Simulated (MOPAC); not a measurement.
Input for MOPAC: PM7 on PdCl, 2S+1 = 2, a spin state set in the input, which need not be the lowest, a point of a bond scan (R = 2.238 Å).

```
PM7 1SCF PRECISE CHARGE=0 UHF MS=0.5 THREADS=1
ClPd

Pd     0.00000000 1     0.00000000 1     0.00000000 1
Cl     0.00000000 1     0.00000000 1     2.23786800 1
```

It printed:

```
*******************************************************************************
 **                                                                           **
 **                              MOPAC v23.2.5                                **
 **                                                                           **
 *******************************************************************************
 ** MOPAC's Digital Object Identifier: https://doi.org/10.5281/zenodo.6511958 **
 **                                                                           **
 ** Please cite the open-source release paper for use of this MOPAC version:  **
 ** J. E. Moussa and J. J. P. Stewart (2026)                                  **
 ** MOPAC: An open-source semiempirical molecular orbital program             **
 ** J. Open Source Softw., 11(119), 8025, https://doi.org/10.21105/joss.08025 **
 *******************************************************************************

                              PM7 CALCULATION RESULTS

 *******************************************************************************
 *  PM7        - The PM7 Hamiltonian to be used
 *  UHF        - UNRESTRICTED HARTREE-FOCK CALCULATION
 *
 *
 *
 *                 CHARGE ON SYSTEM = 0
 *
 *
 *
 *  MS=        - IN MECI, MAGNETIC COMPONENT OF SPIN =  0.5
 *  PRECISE    - TIGHTER CRITERIA TO BE USED
 *  1SCF       - DO 1 SCF AND THEN STOP
 *  THREADS=1  - MULTI-THREADING NOT USED
 *  T=         - A TIME OF 172800.0 SECONDS REQUESTED
 *  DUMP=N     - RESTART FILE WRITTEN EVERY 7200.0 SECONDS REQUESTED
 *******************************************************************************
PM7 1SCF PRECISE CHARGE=0 UHF MS=0.5 THREADS=1
 ClPd

   ATOM   CHEMICAL          X               Y               Z
  NUMBER   SYMBOL      (ANGSTROMS)     (ANGSTROMS)     (ANGSTROMS)

     1      Pd          0.00000000  *   0.00000000  *   0.00000000  *
     2      Cl          0.00000000  *   0.00000000  *   2.23786800  *



          CARTESIAN COORDINATES

    NO.       ATOM           X           Y           Z

     1        Pd          0.0000      0.0000      0.0000
     2        Cl          0.0000      0.0000      2.2379

 General Reference for PM7:
 "Optimization of Parameters for Semiempirical Methods VI: More Modifications to the
 NDDO Approximations and Re-optimization of Parameters", J. J. P. Stewart, J. Mol. Mod., 1:32, 19 (2013)
 https://link.springer.com/article/10.1007/s00894-012-1667-x

           Empirical Formula: Pd Cl  =     2 atoms



      MOLECULAR POINT GROUP   :   C*v


          UHF CALCULATION, NO. OF ALPHA ELECTRONS =    9
                           NO. OF BETA  ELECTRONS =    8

 -------------------------------------------------------------------------------
 PM7 1SCF PRECISE CHARGE=0 UHF MS=0.5 THREADS=1
 ClPd



     1SCF WAS SPECIFIED, SO BFGS WAS NOT USED
     SCF FIELD WAS ACHIEVED


                              PM7 CALCULATION
                                                       MOPAC v23.2.5 Linux




          FINAL HEAT OF FORMATION =        101.05078 KCAL/MOL =     422.79648 KJ/MOL


          COSMO AREA              =         76.60 SQUARE ANGSTROMS
          COSMO VOLUME            =         58.24 CUBIC ANGSTROMS

          IONIZATION POTENTIAL    =          9.564457 EV
          ALPHA SOMO LUMO (EV)    =         -9.694 -2.567
          BETA  SOMO LUMO (EV)    =         -9.564 -2.029
          NO. OF ALPHA ELECTRONS  =          9
          NO. OF BETA  ELECTRONS  =          8
          MOLECULAR WEIGHT        =        141.8530         POINT GROUP:  C*v

          MOLECULAR DIMENSIONS (Angstroms)

            Atom       Atom       Distance
           Cl     2   Pd     1     2.23787
           Cl     2   Pd     1     0.00000
           Pd     1   Cl     2     0.00000


          SCF CALCULATIONS        =          1





   ATOM   CHEMICAL          X               Y               Z
  NUMBER   SYMBOL      (ANGSTROMS)     (ANGSTROMS)     (ANGSTROMS)

     1      Pd          0.00000000  *   0.00000000  *   0.00000000  *
     2      Cl          0.00000000  *   0.00000000  *   2.23786800  *

                             CARTESIAN COORDINATES

   1   Pd        0.000000000     0.000000000     0.000000000
   2   Cl        0.000000000     0.000000000     2.237868000


           Empirical Formula: Pd Cl  =     2 atoms



      MOLECULAR POINT GROUP   :   C*v


          ALPHA EIGENVALUES
 -25.58754 -14.03380 -13.66824 -12.67332 -11.35600 -11.33946 -10.12606  -9.95804
  -9.69400  -2.56651  68.54307  68.66794  69.58602  69.59871  70.08657  78.63453
  79.84083  79.89562


           BETA EIGENVALUES
 -25.06185 -13.43190 -12.58041 -12.32216 -11.04797 -10.89772  -9.92004  -9.56446
  -2.02875  -1.37957  68.49544  68.79597  69.60105  69.67444  70.17996  78.65861
  79.83915  79.93373


              NET ATOMIC CHARGES AND DIPOLE CONTRIBUTIONS

  ATOM NO.   TYPE          CHARGE      No. of ELECS.   s-Pop       p-Pop       d-Pop
    1         Pd           0.166418        9.8336     1.99804     0.00928     7.82626
    2         Cl          -0.166418        7.1664     1.99775     5.16651     0.00216
 DIPOLE           X         Y         Z       TOTAL
 POINT-CHG.     0.000     0.000    -1.789     1.789
 HYBRID         0.000    -0.000    -0.075     0.075
 SUM            0.000    -0.000    -1.864     1.864


          ATOMIC ORBITAL ELECTRON POPULATIONS

     Atom    s        px        py        pz      x^2-y^2     xz        z^2       yz        xy
    1 Pd   1.99804   0.00056   0.00046   0.00826   1.99996   1.20828   1.99999   0.61808   1.99996
    2 Cl   1.99775   1.79113   1.38139   1.99399   0.00005   0.00004   0.00197   0.00006   0.00004


                    (SZ)    =    0.500000
                    (S**2)  =    0.761772


          ATOMIC ORBITAL SPIN POPULATIONS

    Atom   Total    s     px     py     pz   x^2-y^2  xz     z^2    yz     xy
         Atomic
    1 Pd  0.8917  0.000  0.000 -0.000 -0.000  0.000  0.792  0.000  0.100  0.000
    2 Cl  0.1083  0.000  0.208 -0.100  0.000 -0.000 -0.000 -0.000  0.000 -0.000

 **********************
 *                    *
 * JOB ENDED NORMALLY *
 *                    *
 **********************




 == MOPAC DONE ==
```

The run finished.

Cost: around 0.04 core-seconds (rough).
